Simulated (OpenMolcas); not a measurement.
Re²⁺.

| Quantity | Value |
| --- | --- |
| Program | OpenMolcas 26.06 |
| Basis | ANO-RCC-VTZP [8s7p5d3f2g1h] |
| Scalar Hamiltonian | DKH2, point nucleus |
| Active space | 5 electrons in 5 orbitals (5d) |
| State averaging | 2S+1 = 6 even, 1 root; 2S+1 = 4 even, 24 roots kept (CI in the orbitals of an earlier block); 2S+1 = 2 even, 75 roots kept (CI in the orbitals of an earlier block) |
| Spin-orbit coupling | state interaction with AMFI integrals over the reference wave functions, term energies averaged over their components |

Two sets of levels on these reference wave functions, in cm⁻¹ above 5d⁵ ⁶S_5/2: one from CASSCF and one from MS-CASPT2, IPEA 0.25 Eh, imaginary shift 0.1 Eh (closed shells correlated: 5s 5p).

```tsv
Level	Set 1	Set 2
5d⁵ ⁶S_5/2	0.0	0.0
5d⁵ ⁴G_7/2 [71 %]	22850	19400
5d⁵ ⁴G_11/2	23310	20240
5d⁵ ⁴G_9/2	23810	20710
5d⁵ ⁴P_1/2 [61 %]	26470	21760
5d⁵ ⁴D_7/2 [75 %]	28740	23750
5d⁵ ⁴D_1/2 [64 %]	31480	26450
5d⁵ ²I_11/2	32790	29390
5d⁵ ²I_13/2	34930	31720
5d⁵ ²H_9/2 [51 %]	41630	36440
5d⁵ ²F_5/2(2) [58 %]	45590	38630
5d⁵ ²H_11/2	46350	42010
5d⁵ ²F_7/2(2) [52 %]	48100	41250
5d⁵ ²S_1/2	50980	42520
5d⁵ ²D_3/2(2)	56460	47690
5d⁵ ²D_5/2(2) [73 %]	58830	50370
```

Problem. Which set is which?

Solution. Set 2 is MS-CASPT2. Its levels of the other terms of 5d⁵ lie at 0.82 to 0.91 of the other set's values, as expected, since terms of lower spin or lower L gain more correlation energy than the Hund ground term. Against 6 measured levels (the list in Brasseur, Gamrath and Quinet, At. Data Nucl. Data Tables 157, 101636 (2024)) the mean absolute deviation is 2800 cm-1 with it and 6300 cm-1 without; single levels miss by up to 3300 cm-1 with it.

CASPT2 does not keep the components of a term degenerate, so their means are used; among the terms shown or strongly mixed into the levels shown the widest spread is 700 cm-1 (5d⁵ ⁴F, MS-CASPT2). Configurations with an s electron lie low in 5d ions of this charge, fall among these levels and mix in, so low-spin terms can stand far too high, up to twice their true height, and weights are not those of the real levels. Terms from blocks run as CI alone lack orbitals of their own. Without dynamic correlation excited terms often stand tens of per cent too high (terms of higher spin than the ground term too low), and those without a measured partner can miss by more than the paired ones (holds for CASSCF). Some levels mix across a computed gap that differs much from the measured one, so their mixing is not that of the real levels (holds for CASSCF). Blocks of more than 70 roots (2S+1 = 2 even) ran without multistate coupling (holds for MS-CASPT2). The CASPT2 spread within a term exceeds the gap to the next term for 5d⁵ ⁴F and 5d⁵ ²F(1), so the order of their levels is uncertain, and so are names and mixing where such terms share a J (holds for MS-CASPT2). Some terms miss by over 15 % even with CASPT2, which points to a basis or an active space too small for the shells correlated (holds for MS-CASPT2). Measured partners are found by configuration, term and J. A level has none where our copy of the source lacks it or the pairing is in doubt (some pairs that miss far off the trend of their configuration count as doubtful), and it then counts in no deviation. Levels of configurations outside the active space are missing. The table leaves out levels that lie high or whose names do not pair safely across all columns.

A share in square brackets marks a mixed level and gives the weight of the term that names it, the lowest over the columns. A number in round brackets counts repeated terms of one configuration in the order of the reference energies.
